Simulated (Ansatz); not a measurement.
CH$_{7}$GeNO, SMILES `NC[O][GeH3]`. The species carries charge 0 and has multiplicity 1. The geometry is a stationary point of PBE0-D4/def2-TZVP. It is one conformer, not always the lowest.

```xyz
11

N     0.552    0.375   -2.048
C    -0.198    0.310   -0.843
O     0.548   -0.264    0.221
Ge   -0.230   -0.427    1.815
H     0.842   -0.551   -2.339
H     1.386    0.934   -1.920
H    -1.102   -0.286   -1.028
H    -0.510    1.328   -0.573
H    -1.480   -1.319    1.681
H    -0.640    0.969    2.325
H     0.833   -1.069    2.711
```

Question: What is the dipole moment at ωB97M-V/def2-TZVPP? (Estimate.)

Answer: The calculation gave: 0.88 D, with components (-0.12, -0.19, 0.85) D in this frame, pointing from negative to positive charge.

Question: And with PBE, r2SCAN, B3LYP? (Best estimate.)

Answer: Computed: PBE 0.61 D, r2SCAN 0.68 D, B3LYP 0.78 D.

Question: Give the Mulliken charges with ωB97M-V, B3LYP, r2SCAN in def2-TZVPP. (Best estimate.)

Answer: Ansatz gave: 
```csv
atom,ωB97M-V,B3LYP,r2SCAN
N1,-0.29,-0.32,-0.35
C2,0.02,0.06,0.18
O3,-0.42,-0.42,-0.43
Ge4,0.24,0.30,0.31
H5,0.11,0.13,0.14
H6,0.11,0.13,0.14
H7,0.11,0.09,0.04
H8,0.11,0.09,0.04
H9,0.00,-0.02,-0.03
H10,0.00,-0.02,-0.03
H11,0.02,0.00,-0.01
```

B3LYP here is the variant with VWN-RPA as its local correlation; programs differ in this.
